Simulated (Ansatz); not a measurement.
**Ligand exchange: Cl2 + GeH2(CH3)I → ICl + GeH2(CH3)Cl**

Species: Cl2 (chlorine), singlet; GeH2(CH3)I, singlet; ICl (iodine monochloride), singlet; GeH2(CH3)Cl, singlet. The partners trade Cl for I: Cl–Cl and Ge–I bonds give way to Cl–I and Ge–Cl.

Shapes, held fixed at every level: PBE0-D4/def2-TZVP. Programs: Ansatz 0.2.0. The zero-point and thermal change to 298 K, harmonic and unscaled (PBE0-D4/def2-TZVP), is +0.3 kJ/mol.

```tsv
level	kind	ΔH(298 K) (kJ/mol)	less CCSD(T)/def2-TZVPP
HF/def2-SVP	Hartree–Fock	-99.9	-13.5
B3LYP-D4/def2-TZVPP	global hybrid	-88.4	-2.0
r2SCAN0-D4/def2-TZVPP	global hybrid	-87.0	-0.6
wB97M-V/def2-TZVPP	range-separated hybrid	-87.6	-1.2
B2PLYP/def2-TZVPP	double hybrid	-88.9	-2.5
MP2/def2-TZVPP	perturbation theory	-85.4	+1.0
CCSD(T)/def2-SVP	coupled cluster or CI	-85.1	+1.3
CCSD(T)/def2-TZVPP	coupled cluster or CI	-86.4	0.0
```

The highest level, CCSD(T)/def2-TZVPP, gives ΔH(298 K) = -86.4 kJ/mol; the levels span -99.9 to -85.1. The column of differences is taken from that level and isn't an error. No measured value is set beside it here. For atoms past krypton def2 sets carry core potentials with scalar relativity. Relativity is left out for Ge. Outer-core shells of Ge, I are correlated in most correlated rows, in sets that cover them unevenly.
